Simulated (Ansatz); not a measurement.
A nudged elastic band was laid between two geometries of BrH + ClH3Sn (7 atoms, charge 0, multiplicity 1).

All numbers below come from RKS B3LYP/def2-SVP in Ansatz.

```yaml
movable_images: 6
climbing_image: no
spring: 5.0 eV/Å²
optimiser: quadratic models (default)
start_path: through a guess of the saddle point
force_threshold: 0.03 eV/Å
iteration_limit: 60
end_points: relaxed
```

First end point:

```xyz
7
Properties=species:S:1:pos:R:3
Sn 0.337 0.000 -0.172
Cl 0.154 0.000 2.221
H 2.023 0.000 -0.477
H -0.433 1.432 -0.701
H -0.433 -1.432 -0.701
Br -3.651 0.000 1.798
H -2.278 0.000 2.231
```

Last end point:

```xyz
7
Properties=species:S:1:pos:R:3
Sn -0.430 0.000 -0.612
Cl -0.047 0.000 3.705
H 0.854 0.000 0.515
H -0.504 1.425 -1.560
H -0.504 -1.425 -1.560
Br -2.561 0.000 0.782
H -1.087 0.000 2.927
```

Q: What changes between the two ends?

A: Bonds broken: Sn1–Cl2, Br6–H7. Bonds formed: Sn1–Br6, Cl2–H7. BrH + ClH3Sn becomes BrH3Sn + ClH.

Q: What energy profile does the band end with?

A: The forces met the threshold. The highest image is number 3 of 0 to 7, 0.80 eV above the first end and 0.85 eV above the last; the last end lies 0.05 eV below the first. No image climbed, so the highest image needn't sit at the top of the path. The orbitals stay closed-shell, which can raise the energy where a bond breaks towards radicals; this wasn't checked here.

```json
{"image": "0", "path coordinate (Å)": "0.00", "energy (eV)": "0.00", "Sn1–Cl2 (Å)": "2.40", "Br6–H7 (Å)": "1.44", "Sn1–Br6 (Å)": "4.45"}
{"image": "1", "path coordinate (Å)": "0.56", "energy (eV)": "0.02", "Sn1–Cl2 (Å)": "2.41", "Br6–H7 (Å)": "1.45", "Sn1–Br6 (Å)": "3.93"}
{"image": "2", "path coordinate (Å)": "1.11", "energy (eV)": "0.25", "Sn1–Cl2 (Å)": "2.46", "Br6–H7 (Å)": "1.47", "Sn1–Br6 (Å)": "3.45"}
{"image": "3", "path coordinate (Å)": "1.67", "energy (eV)": "0.80", "Sn1–Cl2 (Å)": "2.64", "Br6–H7 (Å)": "1.61", "Sn1–Br6 (Å)": "3.04"}
{"image": "4", "path coordinate (Å)": "2.23", "energy (eV)": "0.77", "Sn1–Cl2 (Å)": "2.98", "Br6–H7 (Å)": "1.99", "Sn1–Br6 (Å)": "2.77"}
{"image": "5", "path coordinate (Å)": "2.78", "energy (eV)": "0.35", "Sn1–Cl2 (Å)": "3.42", "Br6–H7 (Å)": "2.19", "Sn1–Br6 (Å)": "2.62"}
{"image": "6", "path coordinate (Å)": "3.34", "energy (eV)": "0.04", "Sn1–Cl2 (Å)": "3.85", "Br6–H7 (Å)": "2.36", "Sn1–Br6 (Å)": "2.56"}
{"image": "7", "path coordinate (Å)": "3.90", "energy (eV)": "-0.05", "Sn1–Cl2 (Å)": "4.33", "Br6–H7 (Å)": "2.60", "Sn1–Br6 (Å)": "2.55"}
```

Q: What is the geometry of the highest image?

A: 
```xyz
7
Properties=species:S:1:pos:R:3:forces:R:3
Sn -0.125 0.000 -0.110 0.28 0.00 0.19
Cl 0.066 0.000 2.522 0.12 0.00 -0.39
H 1.577 0.000 -0.007 0.27 0.00 -0.19
H -0.671 1.452 -0.847 -0.01 -0.04 0.19
H -0.671 -1.452 -0.847 -0.01 0.04 0.19
Br -2.852 0.000 1.236 -0.19 0.00 0.30
H -1.603 0.000 2.252 -0.46 0.00 -0.29
```

Time of the run: 2.4 min on 2 threads of Arm Neoverse V2, with other jobs on the host, peak memory 0.25 GiB.
